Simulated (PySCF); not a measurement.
Cards and structures have been mixed up. Pair them.

Structures:
1. `[Si@@H](O)([SiH2]NC)C(=C)OC`
2. `C=C(F)[Si]1(C)[SiH2]O[SiH2]1`
3. `C=CPCOC`
4. `P[SiH]1CC1`

Card P (geometry GFN2-xTB):
- Rotational constants A, B, C: 2.546, 0.546, 0.485 GHz
- Dipole moment (PBE0/pcSseg-1): 1.35 D
- HOMO energy (PBE0/pcSseg-1): -6.45 eV
- Point group: C1

Card Q (geometry GFN2-xTB):
* Rotational constants A, B, C: 1.621, 0.844, 0.782 GHz
* Static isotropic polarisability (B3LYP/def2-SVPD): 123.6 au
* Point group: Cs
* HOMO energy (B3LYP/def2-SVPD): -7.07 eV
* Isotropic shieldings of nuclei other than C and H, by class (GIAO PBE0/pcSseg-1): 278 (1 O), 260 (1 F), 330 (1 Si), 343 (2 Si) ppm
* Lowest triplet excitation (Tamm–Dancoff) (TDA B3LYP/def2-SVPD): 4.12 eV
* Strongest line among the 8 lowest singlet transitions (TDDFT B3LYP/def2-SVPD): S4 at 5.74 eV (216 nm, f = 0.343)

Card R (geometry GFN2-xTB):
* Rotational constants A, B, C: 4.545, 1.752, 1.378 GHz
* Static isotropic polarisability (B3LYP/def2-SVPD): 83.1 au
* 13C chemical shifts (computed TMS as zero) by class (GIAO PBE0/pcSseg-1): 143.4 (1 C), 130.9 (1 C), 71.8 (1 C), 62.9 (1 C) ppm
* Dipole moment (B3LYP/def2-SVPD): 1.73 D
* Lowest singlet excitation (TDDFT B3LYP/def2-SVPD): 5.59 eV (222 nm, f = 0.186)
* Isotropic shieldings of nuclei other than C and H, by class (GIAO PBE0/pcSseg-1): 300 (1 O), 365 (1 P) ppm

Card S (geometry GFN2-xTB):
* Rotational constants A, B, C: 10.420, 2.390, 2.344 GHz
* Static isotropic polarisability (B3LYP/def2-SVPD): 79.8 au
* Point group: Cs
* Lowest triplet excitation (Tamm–Dancoff) (TDA B3LYP/def2-SVPD): 4.78 eV
* Dipole moment (B3LYP/def2-SVPD): 0.59 D
* 13C chemical shifts (computed TMS as zero) by class (GIAO PBE0/pcSseg-1): -2.6 (2 C) ppm

All species are isolated and taken at one optimised geometry, non-relativistic unless stated; the electronic structure was computed with PySCF and density fitting. NMR classes are plain means over equivalent atoms (diastereotopic ones count apart unless rotation or inversion swaps them), as if these changed places fast.

**Question.** Which card belongs to which structure?

**Answer.** P = 1, Q = 2, R = 3, S = 4. What ties each card to its structure:
- 1 (card P), C4H13NO2Si2, monoisotopic mass 163.0 u, 9 heavy atoms: an asymmetric top with C = 0.485 GHz, the lowest such constant on the cards; dipole 1.35 D.
- 2 (card Q), C3H9FOSi3, monoisotopic mass 164.0 u, 8 heavy atoms: an asymmetric top with C = 0.782 GHz; polarisability 123.6 au for 86 electrons, the largest shown.
- 3 (card R), C4H9OP, monoisotopic mass 104.0 u, 6 heavy atoms: 4 C in 4 classes; the least shielded carbon (143.4 ppm) is an alkene CH carbon; an asymmetric top with C = 1.378 GHz; polarisability 83.1 au for 56 electrons; dipole 1.73 D.
- 4 (card S), C2H7PSi, monoisotopic mass 90.0 u, 4 heavy atoms: 2 C in 1 class; an asymmetric top with C = 2.344 GHz, the highest such constant on the cards; polarisability 79.8 au for 48 electrons, the smallest shown; dipole 0.59 D.
